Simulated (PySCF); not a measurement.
## KB⁻: energy against distance

Set-up: K def2-SVPD, B def2-SVPD; no relativity (PySCF 2.14). Energies in eV from K⁻ + B in their ground configurations at the same level. State: doublet, unpaired electrons π ↑.

```
R (Å)  ROHF-CCSD(T)
2.743       -0.6006
2.865       -0.6787
2.957       -0.7093
3.048       -0.7219
3.139       -0.7208
3.261       -0.7039
3.414       -0.6661
3.597       -0.6065
```

Q: Put a parabola through the three lowest points of the ROHF-CCSD(T) curve and estimate Re, k and ωe (reduced mass 8.584 u; 1 eV/Å² = 0.16022 mdyn/Å; ωe = 1302.8·√(k/μ) cm⁻¹).

A: Through R = 2.957, 3.048, 3.139 Å the second-order coefficient is 0.827 eV/Å², so Re ≈ 3.086 Å, k ≈ 0.265 mdyn/Å and ωe ≈ 229 cm⁻¹. A polynomial fit of higher order to the unrounded ROHF-CCSD(T) energies gives Re = 3.085 Å, k = 0.232 mdyn/Å, ωe = 214 cm⁻¹; anharmonicity and rounding make the difference.

The higher-order fit for each curve: ROHF-CCSD(T): Re = 3.085 Å, ωe = 214 cm⁻¹, De = 0.72 eV.

Correlated steps freeze 6 core orbitals. Correlated levels converge slowly with the basis: in double zeta they bind strong bonds too weakly, by up to about 1 eV, and carry superposition errors of some tenths. For an ion De counts to the pair picked by the measured ionisation energies or electron affinities, which need not be the lowest pair at this level. The CCSD T1 diagnostic is raised, a sign that a single reference may not be enough here. The state is the lowest determinant that a PBE0 search found; another state may lie lower at other levels.
